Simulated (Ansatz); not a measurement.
Which isomer of C4H11FSi gives these data?

These gas-phase data were calculated for one isomer of C4H11FSi at B3LYP/6-31G* (harmonic, unscaled wavenumbers; equilibrium rotational constants with average atomic masses):

| Quantity | Value |
| --- | --- |
| rotational constants | 5.082, 1.308, 1.123 GHz |
| all wavenumbers above 1500 cm⁻¹ | 3125, 3117, 3110, 3110, 3070, 3049, 3046, 3042, 3031, 3020, 2231, 1537, 1528, 1521 |

Candidates:

(1) `CCC[Si@H](C)F`, a singlet
(2) `CC[Si](C)(C)F`, a singlet

**Question.** Which candidate do the data belong to?

**Answer.** Candidate (1). The band at 2231 cm⁻¹ lies where the Si–H stretch is expected; (2) has no mode between 2000 and 2380 cm⁻¹.

The same quantities for all candidates:

```
     rotational constants (GHz)                                                         wavenumbers above 1500 cm⁻¹  E above the lowest, B3LYP/6-31G* (kcal/mol)
(1)         5.082, 1.308, 1.123  3125, 3117, 3110, 3110, 3070, 3049, 3046, 3042, 3031, 3020, 2231, 1537, 1528, 1521                                         11.0
(2)         3.242, 1.918, 1.836  3124, 3122, 3116, 3115, 3113, 3104, 3058, 3045, 3044, 3043, 3021, 1539, 1535, 1506                                          0.0
```

Harmonic stretches to hydrogen usually lie a few per cent above observed fundamentals. Each candidate is one conformer. Programs: Ansatz 0.2.0.
